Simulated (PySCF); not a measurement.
FGeH5SSi, SMILES F[SiH2][S][GeH3].

Coordinates come from a ωB97X-D3(BJ)/def2-SVP optimisation. The structure was generated by enumeration, and PubChem lists no compound with its InChIKey, so it may never have been made. The values are those of a single conformer.

These are PySCF with PBE/def2-TZVP values and carry that method's errors.

The molecule is in vacuum.

```yaml
total_energy: -2866.96642 hartree
highest_occupied_level: -6.48 eV
lowest_empty_level: -1.34 eV
orbital_gap: 5.13 eV
dipole_moment: 1.02 D
quadrupole, principal values (traceless, Buckingham form, about the centre of nuclear charge): -5.68, -0.84, 6.51 D·Å
mean_static_polarisability: 76.5 bohr³ (11.34 Å³)
polarisability_principal_values: 62.1, 72.2, 95.3 bohr³
```
